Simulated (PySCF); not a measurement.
Isomers of C6H8OSi.

All values: PBE0/pcSseg-1 (PySCF) at GFN2-xTB geometries, gas phase, one conformer each.

Problem. Rank by the lowest IAO charge on any atom, lowest value first.
A. `[OH:1][SiH2:2][c:3]1[cH:4][cH:5][cH:6][cH:7][cH:8]1` with H–O1–Si2–C3 55°, O1–Si2–C3–C4 15°
B. `[SiH3:1][O:2][CH:3]=[C:4]1[CH:5]=[CH:6][CH:7]=[CH:8]1` with Si1–O2–C3–C4 1°
C. `[CH:1]#[C:2][C:3]#[C:4][CH2:5][SiH2:6][O:7][CH3:8]` with C4–C5–Si6–O7 180°, C5–Si6–O7–C8 180°
D. `[SiH3:1][O:2][C@@:3]12[CH:4]=[CH:5][C@H:6]3[C@@H:7]1[C@@H:8]23` with Si1–O2–C3–C4 -70°
E. `[cH:1]1[cH:2][o:3][c:4]([SiH:5]2[CH2:6][CH2:7]2)[cH:8]1` with O3–C4–Si5–C6 154°
F. `[CH:1]#[C:2][C@@H:3]1[C:4](=[O:5])[SiH2:6][C@@H:7]1[CH3:8]` with C2–C3–C4–O5 82°, C3–C4–Si6–C7 -12°, C4–Si6–C7–C8 134°, C2–C3–C7–Si6 99°

Solution. A (-0.790 e), C (-0.642 e), D (-0.613 e), B (-0.550 e), E (-0.531 e), F (-0.413 e).

Problem. Rank by LUMO energy, lowest first.
A. `[CH:1]#[C:2][C:3]#[C:4][CH2:5][SiH2:6][O:7][CH3:8]` with C4–C5–Si6–O7 180°, C5–Si6–O7–C8 180°
B. `[SiH3:1][O:2][c:3]1[cH:4][cH:5][cH:6][cH:7][cH:8]1` with Si1–O2–C3–C4 -179°
C. `[SiH3:1][O:2][C@@:3]12[CH:4]=[CH:5][C@H:6]3[C@@H:7]1[C@@H:8]23` with Si1–O2–C3–C4 -70°
D. `[CH:1]#[C:2][C@@H:3]1[C:4](=[O:5])[SiH2:6][C@@H:7]1[CH3:8]` with C2–C3–C4–O5 82°, C3–C4–Si6–C7 -12°, C4–Si6–C7–C8 134°, C2–C3–C7–Si6 99°
E. `[OH:1][SiH2:2][c:3]1[cH:4][cH:5][cH:6][cH:7][cH:8]1` with H–O1–Si2–C3 55°, O1–Si2–C3–C4 15°

Solution. D (-1.51 eV), E (-0.65 eV), A (-0.37 eV), B (-0.24 eV), C (0.05 eV).

Problem. Rank by the highest Hirshfeld charge on any atom, highest value first.
A. `[SiH3:1][O:2][c:3]1[cH:4][cH:5][cH:6][cH:7][cH:8]1` with Si1–O2–C3–C4 -179°
B. `[cH:1]1[cH:2][o:3][c:4]([SiH:5]2[CH2:6][CH2:7]2)[cH:8]1` with O3–C4–Si5–C6 154°
C. `[SiH3:1][O:2][CH:3]=[C:4]1[CH:5]=[CH:6][CH:7]=[CH:8]1` with Si1–O2–C3–C4 1°
D. `[CH:1]#[C:2][C@@H:3]1[C:4](=[O:5])[SiH2:6][C@@H:7]1[CH3:8]` with C2–C3–C4–O5 82°, C3–C4–Si6–C7 -12°, C4–Si6–C7–C8 134°, C2–C3–C7–Si6 99°

Solution. C (+0.406 e), A (+0.391 e), D (+0.339 e), B (+0.320 e).

All values together:

| SMILES | μ (D) | HOMO (eV) | LUMO (eV) | lowest IAO charge (e) | highest IAO charge (e) | lowest Hirshfeld charge (e) | highest Hirshfeld charge (e) |
| --- | --- | --- | --- | --- | --- | --- | --- |
| c1coc([SiH]2CC2)c1 | 0.89 | -6.22 | -0.43 | -0.531 (C) | +0.798 (Si) | -0.171 (C) | +0.320 (Si) |
| C#C[C@@H]1C(=O)[SiH2][C@@H]1C | 2.98 | -6.71 | -1.51 | -0.413 (C) | +0.641 (Si) | -0.215 (O) | +0.339 (Si) |
| [SiH3]Oc1ccccc1 | 0.74 | -6.71 | -0.24 | -0.587 (O) | +0.868 (Si) | -0.194 (O) | +0.391 (Si) |
| [SiH3]OC=C1C=CC=C1 | 1.51 | -6.20 | -1.55 | -0.550 (O) | +0.865 (Si) | -0.173 (O) | +0.406 (Si) |
| C#CC#CC[SiH2]OC | 2.35 | -6.95 | -0.37 | -0.642 (O) | +1.043 (Si) | -0.227 (O) | +0.414 (Si) |
| [SiH3]O[C@@]12C=C[C@H]3[C@@H]1[C@H]32 | 1.01 | -6.43 | 0.05 | -0.613 (O) | +0.882 (Si) | -0.213 (O) | +0.388 (Si) |
| O[SiH2]c1ccccc1 | 1.78 | -7.45 | -0.65 | -0.790 (O) | +1.018 (Si) | -0.305 (O) | +0.394 (Si) |

Conformers: `[cH:1]1[cH:2][o:3][c:4]([SiH:5]2[CH2:6][CH2:7]2)[cH:8]1` with O3–C4–Si5–C6 154°; `[CH:1]#[C:2][C@@H:3]1[C:4](=[O:5])[SiH2:6][C@@H:7]1[CH3:8]` with C2–C3–C4–O5 82°, C3–C4–Si6–C7 -12°, C4–Si6–C7–C8 134°, C2–C3–C7–Si6 99°; `[SiH3:1][O:2][c:3]1[cH:4][cH:5][cH:6][cH:7][cH:8]1` with Si1–O2–C3–C4 -179°; `[SiH3:1][O:2][CH:3]=[C:4]1[CH:5]=[CH:6][CH:7]=[CH:8]1` with Si1–O2–C3–C4 1°; `[CH:1]#[C:2][C:3]#[C:4][CH2:5][SiH2:6][O:7][CH3:8]` with C4–C5–Si6–O7 180°, C5–Si6–O7–C8 180°; `[SiH3:1][O:2][C@@:3]12[CH:4]=[CH:5][C@H:6]3[C@@H:7]1[C@@H:8]23` with Si1–O2–C3–C4 -70°; `[OH:1][SiH2:2][c:3]1[cH:4][cH:5][cH:6][cH:7][cH:8]1` with H–O1–Si2–C3 55°, O1–Si2–C3–C4 15°.
